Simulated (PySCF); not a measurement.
**Worked example: dipole moment from atomic charges**

H₃InO₂Se, SMILES [OH][In]([OH])[SeH]. Atoms are numbered in the order given.

```xyz
7

In    -0.0040    -0.6685     0.0000
O     -1.7211    -1.6989     0.0000
H     -1.5715    -2.6550     0.0000
O      1.8000    -1.5453     0.0000
H      1.7397    -2.5111     0.0000
Se    -0.0593     1.8246     0.0000
H      1.4139     1.8390     0.0000
```

Coordinates come from a r2SCAN-D4/def2-SVP optimisation. The structure was generated by enumeration; whether it is a known compound was not checked. The def2 effective core potentials stand for the cores of In; spin–orbit coupling is left out. One conformer was computed; it need not be the lowest.

Charges (e) from PBE/def2-TZVP in PySCF:

```json
[
 {"atom": "In1", "ESP fit": "0.698", "Mulliken": "0.769"},
 {"atom": "O2", "ESP fit": "-0.619", "Mulliken": "-0.584"},
 {"atom": "H3", "ESP fit": "0.339", "Mulliken": "0.298"},
 {"atom": "O4", "ESP fit": "-0.713", "Mulliken": "-0.586"},
 {"atom": "H5", "ESP fit": "0.387", "Mulliken": "0.298"},
 {"atom": "Se6", "ESP fit": "-0.233", "Mulliken": "-0.341"},
 {"atom": "H7", "ESP fit": "0.139", "Mulliken": "0.147"}
]
```

The dipole moment of the full density is 1.71 D.

**Question.** What dipole moment does each set of point charges give, and which comes closer to that of the density?

**Answer.** 
μ = Σ q r, and 1 e Å = 4.8032 D.
ESP fit: Σ q r = (0.130, -0.355, 0.000) e Å, |μ| = 1.81 D.
Mulliken: Σ q r = (0.225, -0.508, 0.000) e Å, |μ| = 2.67 D.
ESP fit comes closer in size. Point charges leave out the atoms' own dipoles (lone pairs, polarised bonds); fits to the potential absorb them, partitions of the density don't.
